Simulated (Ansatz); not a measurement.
`C[S][Al]([Cl])[Cl]` and `C[S][AlH][Cl]` differ in one atom or group.

Ansatz, PBE0-D4/def2-TZVP geometries, multiplicity 1. Each molecule was computed in one conformer, which needn't be the lowest.

| property | `C[S][Al]([Cl])[Cl]` |
| --- | --- |
| HOMO energy (PBE0/def2-TZVPP) / eV | -7.59 |
| ideal-gas entropy at 298 K and 1 bar (rigid rotor, harmonic PBE0-D4/def2-TZVP) / J/(mol·K) | 393 |
| HOMO energy (ωB97M-V/def2-TZVPP) / eV | -9.75 |
| HOMO–LUMO gap (B3LYP/def2-TZVPP) / eV | 6.21 |
| zero-point energy (PBE0-D4/def2-TZVP) / kJ/mol | 112.1 |
| size of the dipole moment (B3LYP/def2-TZVPP) / D | 2.06 |

(1) What does the change do to each property? (Estimate.)

## Answers

(1) The calculation gave: 
| property | `C[S][AlH][Cl]` | shift |
| --- | --- | --- |
| HOMO energy (PBE0/def2-TZVPP) / eV | -7.41 | 0.18 |
| ideal-gas entropy at 298 K and 1 bar (rigid rotor, harmonic PBE0-D4/def2-TZVP) / J/(mol·K) | 346 | -47 |
| HOMO energy (ωB97M-V/def2-TZVPP) / eV | -9.57 | 0.18 |
| HOMO–LUMO gap (B3LYP/def2-TZVPP) / eV | 5.87 | -0.34 |
| zero-point energy (PBE0-D4/def2-TZVP) / kJ/mol | 125.5 | 13.4 |
| size of the dipole moment (B3LYP/def2-TZVPP) / D | 2.48 | 0.42 |

With PBE0 the HOMO rises by 0.18 eV and the LUMO falls by 0.23 eV, so the gap narrows by about 0.41 eV. PBE moves the HOMO by 0.15 eV and ωB97M-V by 0.18 eV. Dipoles are sizes alone; their direction can turn. Modes under 60 cm⁻¹, often nearly free rotors, make the harmonic entropy too high.

B3LYP here is the variant with VWN-RPA as its local correlation; programs differ in this.
